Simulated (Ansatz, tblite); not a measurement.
Cost and result up the ladder for Si(CCH)2Me2 (C₆H₈Si) (15 atoms). Total charge 0; singlet. Geometry: PBE0-D4/def2-SVP.

```xyz
15

Si    0.042    0.047   -0.001
C    -1.062   -0.371    1.414
C    -1.784   -0.637    2.356
H    -2.423   -0.874    3.189
C    -0.318   -1.142   -1.361
C    -0.541   -1.918   -2.273
H    -0.745   -2.606   -3.074
C     1.826   -0.147    0.531
H     2.502    0.058   -0.314
H     2.015   -1.171    0.887
H     2.061    0.554    1.347
C    -0.335    1.784   -0.585
H    -0.164    2.507    0.227
H    -1.384    1.865   -0.907
H     0.311    2.052   -1.436
```

Ansatz on 4 threads of Intel Xeon on a shared host; xTB runs through tblite on one thread. Times are rough, summed over both states, and most runs start from the orbitals of an earlier one. PBE0-D4/def2-TZVP serves as the yardstick here, not as an exact answer. Differences are given only for rows in sets of like size (and for xTB, whose basis is part of the method), since another set adds its own error. The other state is a doublet.

The xTB rows come from tblite. LC-ωPBE has ω = 0.4 bohr⁻¹. Correlated methods freeze 11 core orbitals. The rows differ in basis, and correlated rows in double-zeta sets carry the largest basis error. In CCSD on the charge 1 doublet the largest single amplitude is 0.36, so its Hartree–Fock determinant may place the open shell otherwise than the density functionals do.

Run but left out: HF/def2-SVP, MP2/def2-SVP (charge +1 doublet: a determinant that CCSD turns far, T1 0.058).

Correlated methods converge slowly with the basis, most of all in double-zeta sets.

Raw xTB energies of ions are shifted by several eV.

| level | functions | wall time | vertical IE (eV) | difference from PBE0-D4/def2-TZVP (eV) | remarks |
| --- | --- | --- | --- | --- | --- |
| GFN2-xTB | 41 | 0.028 s | 13.34 | 3.71 | – |
| GFN1-xTB | 49 | 0.035 s | 14.19 | 4.55 | – |
| PBE-D4/def2-TZVP | 271 | 11 s | 9.22 | -0.42 | – |
| LC-ωPBE/def2-TZVP (with forces) | 271 | 27 s | 10.33 | 0.70 | – |
| PBE0-D4/def2-TZVP | 271 | 34 s | 9.64 | 0.00 | – |
| CCSD(T)/def2-SVP | 142 | 1.7 min | 10.14 | – | large T1 (0.058) (+1 doublet) |
